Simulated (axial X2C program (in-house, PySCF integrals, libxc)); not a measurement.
How long does PdSi⁺ take?

A bond scan computed with an in-house relativistic program for diatomic molecules. Basis: Pd dyall-v2z [10s10p7d2f], Si dyall-v2z [7s7p1d] (cores contracted in-house).

Input file and command:
```json
{
 "zs": [
  46,
  14
 ],
 "q": 1,
 "bas": [
  "dyall-v2z",
  "dyall-v2z"
 ],
 "levels": [
  "PBE0",
  "HF",
  "B97-3",
  "r2SCAN0"
 ],
 "cc": false,
 "r0": 2.36,
 "npts": 10,
 "nst": 2,
 "ntry": 6
}
```
```bash
python so2c.py task.json out
```

Keys: zs atomic numbers; q charge; bas basis sets; levels methods; cc coupled cluster on or off; r0 starting distance in Å; npts points on the curve; nst determinants followed; ntry starts of the search. HF also brings MP2.

Hardware: 1 thread of Arm Neoverse N1 (shared host).

Wall time of one point of each curve, integrals apart:

```
Hamiltonian    level  points  seconds a point
  spin-free     PBE0      10             0.79
  spin-free       HF      10              0.5
  spin-free    B97-3      10             0.81
  spin-free  r2SCAN0      10              1.4
         2c     PBE0      10                1
         2c       HF      10              1.1
         2c    B97-3      10              1.1
         2c  r2SCAN0      10              1.7
```

The rest:

Search with its distance optimisation 37 s, atoms 25 s, whole task 170 s. Coupled cluster runs on the points near the minimum only. The program drops outer points, and coupled cluster, when its time limit (not in the input) nears; MP2, further determinants and curves that did not converge are not in the table.
